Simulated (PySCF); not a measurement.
Simulation results for AlBFH2

All values are calculated (PySCF 2.14.0). Calculation on a computer-drawn molecule: vertical ionisation energy to the stated ion spin, frozen-core CCSD(T) at the basis limit and cheaper methods, single-reference cases, UHF for radicals, no spin-orbit; all values are single points at the evaluated structure, the first of each entry, which is the reference or a displaced copy of it and isn't optimised; the reference structure only sets the zero of the energies above reference; triples share is (T) over the correlation energy.

### AlBFH2

Evaluated structure:
```xyz
5
AlBFH2
B     -2.4577    -0.3920     3.1655
Al    -1.3396    -1.8905     2.1026
F      0.3229    -1.7982     1.9841
H     -2.9385     0.5420     2.5905
H     -2.7687    -0.5503     4.3200
```

Reference structure:
```xyz
5
AlBFH2
B     -2.4605    -0.3918     3.1692
Al    -1.3376    -1.8899     2.0990
F      0.3203    -1.8024     1.9861
H     -2.9435     0.5442     2.5910
H     -2.7681    -0.5586     4.3187
```

* charge: 0
* multiplicity: 2
* ion multiplicity: 1
* diffuse functions: no
* basis: cc-pV(n+d)Z
* reference is: the Hartree-Fock double-zeta minimum
* best is: HF at quadruple zeta + MP2 correlation extrapolated from triple and quadruple zeta + CCSD(T) minus MP2 at triple zeta
* basis step is: the size of the change from the same recipe one zeta lower
* ionisation energy best: 7.749 eV
* ionisation energy basis step: 0.03465 eV
* energy above reference best: 0.02309 kcal/mol
* energy above reference basis step: 0.009708 kcal/mol
* total energy HF triple zeta: -367.2709 hartree
* total energy CCSD(T) triple zeta: -367.7120 hartree
* total energy best: -367.7857 hartree
* T1 diagnostic at triple zeta: 0.02408
* D1 diagnostic at triple zeta: 0.09673
* spin squared at triple zeta: 0.8082
* ion T1 diagnostic at triple zeta: 0.01591
* ion D1 diagnostic at triple zeta: 0.03956
* triples share at triple zeta: 0.02996
* basis functions triple zeta: 127
* dipole magnitude HF at triple zeta: 1.524 debye
* dipole magnitude CCSD unrelaxed at triple zeta: 1.26 debye
* dipole magnitude PBE at triple zeta: 1.226 debye
* dipole magnitude r2SCAN at triple zeta: 1.225 debye
* dipole magnitude B3LYP at triple zeta: 1.314 debye
* dipole magnitude wB97X at triple zeta: 1.308 debye

Drawn bonds:
```
atom  other atom  order
   1           2      1
   2           3      1
   1           4      1
   1           5      1
```

Triple zeta:
```
 method  ionisation energy (eV)  energy above reference (kcal/mol)
     HF                   7.522                             0.1075
    PBE                   7.824                           -0.01005
 r2SCAN                   7.952                            0.02736
  B3LYP                   7.862                             0.0238
  wB97X                    7.74                            0.02129
    MP2                   7.579                           0.007173
   CCSD                   7.688                            0.04287
CCSD(T)                   7.689                            0.03449
```
